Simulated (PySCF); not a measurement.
# Working out the excitation energy of Se

Se [Ar] 3d10 4s2 4p4 (3P) → Se [Ar] 3d10 4s1 4p5 (3P). All numbers are calculated (PySCF 2.14, scalar relativity through the core potential, in aug-cc-pVTZ-PP with ECP10MDF). Frozen: 3s2 3p6 3d10. Energies in hartree (1 hartree = 27.21139 eV):

| part | Se (lower) | Se (upper) |
| --- | --- | --- |
| UHF | -371.862673 | -371.431401 |
| CCSD correlation | -0.120535 | -0.191923 |
| (T) | -0.003891 | -0.029298 |

Problem. What does Hartree-Fock give?

Solution. (-371.431401) − (-371.862673) = 0.431272 hartree = 11.736 eV.

Problem. What do CCSD and CCSD(T) give?

Solution. The CCSD correlation energies differ by -0.071388 hartree = -1.943 eV and the triples by -0.025407 hartree = -0.691 eV, so CCSD gives 9.793 eV and CCSD(T) 9.102 eV.

The coupled-cluster amplitudes are large, so a single reference is strained.
